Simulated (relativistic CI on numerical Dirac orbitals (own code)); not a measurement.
## Hyperfine structure of Te⁵⁰⁺, mass number 123

Method of calculation: Dirac-Coulomb-Breit CI, KLI orbitals optimised for each configuration, model QED (radiative potential, 1s self-energy scaled to tabulated hydrogen-like ionisation energies), unscaled Slater integrals (own radial code, finite nucleus).

Configurations in the expansion: 1s2, 1s 2s, 1s 2p, 1s 3s, 1s 3p, 1s 3d, 1s 4s, 1s 4p, 1s 4d, 1s 4f, 1s 5s, 1s 5p, 1s 5d, 1s 5f, 1s 5g, 1s 6s, 1s 6p, 1s 6d, 2s2. Levels of other configurations are missing.

Nuclear spin I = 1/2, μ = -0.7358 μN (tables of Stone and Pyykkö). The electronic factors are computed for point nuclear moments, without core polarisation or the Bohr-Weisskopf and QED corrections.

| Level | E (Ry) | A (GHz) |
| --- | --- | --- |
| 1s 2s 3S_1 | 2045.92 | -37070 |
| 1s 2p 3P°_1 | 2051.35 | -34030 |
| 1s 2p 3P°_2 | 2075.53 | -16690 |
| 1s 2p 1P°_1 | 2078.02 | 15700 |
| 1s 3s 3S_1 | 2431.99 | -34040 |
| 1s 3p 3P°_1 | 2433.47 | -33090 |
| 1s 3p 3P°_2 | 2440.66 | -16480 |
| 1s 3d 3D_2 | 2441.26 | -16450 |

Levels with J = 0, under 50 % of one LS term, or S terms without an open s electron are left out. Small factors come from cancelling terms and can be off by tens of per cent or more.

At this charge energies of transitions that change n are usually good to better than 1 %, and those within a shell (Δn = 0) to a few per cent.

Task: Give the hyperfine levels of 1s 2s 3S_1 relative to its centre of gravity.

Result: With K = F(F + 1) − I(I + 1) − J(J + 1), E = AK/2: F = 1/2: 37070, F = 3/2: -18540 GHz.

LS names give the leading component of a level, which can be under half, so a name can repeat, a term be missing and a line seem to break the LS rules.
